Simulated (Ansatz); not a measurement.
A run on C$_{2}$H$_{6}$FNSi (`CN1C[SiH]1F`) with other settings.

```yaml
crystal:
  periodic: [false, false, false]
  atoms:
    - {symbol: C, position_ang: [-0.805568, 0.172887, 1.349911]}
    - {symbol: N, position_ang: [-0.176164, 0.191121, 0.070994]}
    - {symbol: C, position_ang: [1.230371, -0.194436, -0.225607]}
    - {symbol: Si, position_ang: [-0.017720, -0.073607, -1.553120]}
    - {symbol: F, position_ang: [-0.104705, 1.142153, -2.576507]}
    - {symbol: H, position_ang: [-1.871896, 0.380023, 1.239296]}
    - {symbol: H, position_ang: [-0.381333, 0.934191, 2.014976]}
    - {symbol: H, position_ang: [-0.697220, -0.802249, 1.843114]}
    - {symbol: H, position_ang: [1.978625, 0.581615, -0.051472]}
    - {symbol: H, position_ang: [1.546429, -1.170223, 0.156875]}
    - {symbol: H, position_ang: [-0.635419, -1.218576, -2.247959]}
basis:
  gaussian: {orbitals: "6-31G*", fitting: {mean_field: def2-universal-jkfit}}
hamiltonian: {xc: {name: wB97X-V}}
accuracy: high
```

```sh
$ ansatz run in.yaml --threads 4 --pin off --events-out ev --progress --plain --max-ram 10444MiB
```

It prints (some lines left out):

```
Functional definition: wB97X-V
540 factors; integrals over basis functions are off by at most 7.2e-2 eV
540 factors; integrals over basis functions are off by at most 1.1e-8 eV
mean field evaluation 1: about -14248.8692 eV, gradient 4.5e1 eV
mean field evaluation 2: about -14249.4293 eV, gradient 4.4e1 eV
mean field evaluation 4: about -14252.9246 eV, gradient 1.6e0 eV
mean field evaluation 8: about -14252.9357 eV, gradient 1.2e-1 eV
mean field evaluation 16: about -14252.9357 eV, gradient 1.0e-5 eV
mean field -14252.93569132 eV, -523.7857256691 hartree, gradient 7.1e-8 eV, S^2 0.000000; 0 other end points of the search recorded, 0 dependent functions left out
reference -14252.93569114 eV, -523.7857256628 hartree; 24, 24 occupied and 67, 67 virtual orbitals, 540 factors
Total energy: -14252.93569114 eV, -523.7857256628 hartree
```

It took 14 s on 4 threads of an Arm Neoverse V2 on a shared host, with 0.55 GiB of host memory at the peak.
